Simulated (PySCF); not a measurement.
Ga(Br)2(OH) (Br2GaHO), SMILES [OH][Ga]([Br])[Br]. Atoms are numbered in the order given.

```xyz
5

Ga     0.5588     0.0066     0.0000
Br    -0.5640    -1.9701     0.0000
Br    -0.5406     1.9792     0.0000
O      2.3258     0.0392     0.0000
H      2.7293    -0.8365     0.0000
```
Charge 0, spin multiplicity 1.

Geometry: PBE0-D3(BJ)/def2-SVP. The structure was generated by enumeration; whether it is a known compound was not checked. One conformer was computed; it need not be the lowest.

These are PBE/pcSseg-1 (PySCF) values and carry that method's errors.

GIAO shieldings, no solvent; atoms alike by connectivity are averaged. δ = σ(ref) − σ: ¹⁷O against H2O (σ = 334.3 ppm); ¹H against TMS (σ = 31.49 ppm), references at their B3LYP-D3(BJ)/def2-TZVP geometries, non-relativistic (without spin–orbit terms, shifts of atoms bonded to Cl or Br come out too high).

Computed chemical shifts:
| nucleus | atoms | count | δ (ppm) |
|---|---|---|---|
| ¹⁷O | O4 | 1 | 136.7 |
| ¹H | H5 | 1 | 3.67 |
